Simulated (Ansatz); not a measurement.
`CC1[SiH2]B1O`, relaxed with RKS PBE0-D4/def2-TZVP in Ansatz 0.2.0 from a PBE-D4/def2-SVP geometry. The force threshold is 0.005 eV/Å; the program also tests the step.

The species carries charge 0 and has multiplicity 1.

Start:

```xyz
12

C     1.119   -1.085    0.678
C     0.511    0.202    0.143
Si   -1.222    1.123    0.454
B    -0.318    0.389   -1.136
O    -0.438   -0.264   -2.317
H     2.063   -1.336    0.149
H     0.431   -1.943    0.533
H     1.348   -1.020    1.762
H     1.136    1.106    0.333
H    -1.017    2.456    1.115
H    -2.368    0.373    1.083
H    -1.245   -0.001   -2.797
```

Task: By how much does the energy fall, and how many steps does the optimiser take? (Estimate.)

Result: Ansatz gave: 4.54 kJ/mol, in 8 steps.

Task: Which bonds change most? (An estimate is asked.)

Result: The calculation gave: C2–Si3 from 1.987 to 1.942 Å; Si3–H11 from 1.507 to 1.488 Å; Si3–H10 from 1.502 to 1.483 Å; Si3–B4 from 1.970 to 1.952 Å.

Task: Give the relaxed structure. (Estimate.)

Result: Ansatz gave: 
```xyz
12

C     1.104   -1.078    0.679
C     0.492    0.201    0.154
Si   -1.201    1.097    0.478
B    -0.339    0.376   -1.119
O    -0.419   -0.238   -2.311
H     2.021   -1.331    0.138
H     0.416   -1.917    0.557
H     1.349   -1.004    1.741
H     1.130    1.086    0.298
H    -1.027    2.440    1.083
H    -2.325    0.357    1.111
H    -1.201    0.011   -2.811
```
